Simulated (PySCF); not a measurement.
# A ladder of Hamiltonians for In⁴⁷⁺ (indium, charge +47)

Occupied: 1s1/2. Hartree-Fock calculated with PySCF 2.14 in an uncontracted even-tempered set (19 s from 8.5 bohr⁻², ratio 2.3; 14 p from 10 bohr⁻², ratio 2.3), Gaussian nucleus throughout. NR is non-relativistic, sf-X2C the spin-free one-electron X2C Hamiltonian, X2C adds the bare one-electron spin-orbit term, X2C-SNSO screens it by Boettger's factors, DC is four-component Dirac-Coulomb, and the Gaunt and Breit terms are added at first order (total energies over the DC spinors, levels after relaxing the spinors in that mean field). QED terms are absent. Levels marked empty are virtual spinors of this ion.

```
   level (eV)        NR    sf-X2C       X2C  X2C-SNSO
        1s1/2  -31837.7  -32890.3  -32890.3  -32890.3
2s1/2 (empty)   -7642.9   -7959.3   -7959.3   -7959.3
2p1/2 (empty)   -7551.8   -7683.6   -7861.1   -7857.2
2p3/2 (empty)   -7551.8   -7683.6   -7603.7   -7605.3
3s1/2 (empty)   -3375.0   -3485.5   -3485.5   -3485.5
```

Where do the four-component calculations put these levels?

1s1/2: DC -32911.4, DC+Gaunt -32868.3, DC+Breit -32868.3; 2s1/2 (empty): DC -7961.4, DC+Gaunt -7956.8, DC+Breit -7957.3; 2p1/2 (empty): DC -7855.8, DC+Gaunt -7846.0, DC+Breit -7847.5; 2p3/2 (empty): DC -7606.9, DC+Gaunt -7601.9, DC+Breit -7603.3; 3s1/2 (empty): DC -3486.1, DC+Gaunt -3484.8, DC+Breit -3485.0 (eV).

| Hamiltonian | E (hartree) | E − E(DC) (hartree) | CPU seconds |
| --- | --- | --- | --- |
| NR | -2370.4276 | 80.4573 | 0.29 |
| sf-X2C | -2450.1023 | 0.7825 | 0.18 |
| X2C | -2450.1023 | 0.7825 | 0.18 |
| X2C-SNSO | -2450.1023 | 0.7825 | 0.18 |
| DC | -2450.8848 | 0.0000 | 3 |
| DC+Gaunt | -2449.2864 | 1.5984 | 5 |
| DC+Breit | -2449.2864 | 1.5984 | 45 |

Weight of the small component: 1s1/2 0.0326, 2s1/2 0.00782, 2p1/2 0.00778, 2p3/2 0.00752, 3s1/2 0.00343.

Koopmans' value for the highest occupied level at DC+Breit: 32868.3 eV, against an ionisation energy of 32837.6 eV (theoretical estimate listed by NIST; NIST Atomic Spectra Database, ionization energies); the former lacks relaxation, correlation, QED and recoil.

The whole ladder took 55 s of wall time on 1 thread of Neoverse-V2 (shared host), launched as `OMP_NUM_THREADS=1 python relrun2.py TASK.json OUT` (a driver that calls PySCF for each Hamiltonian).
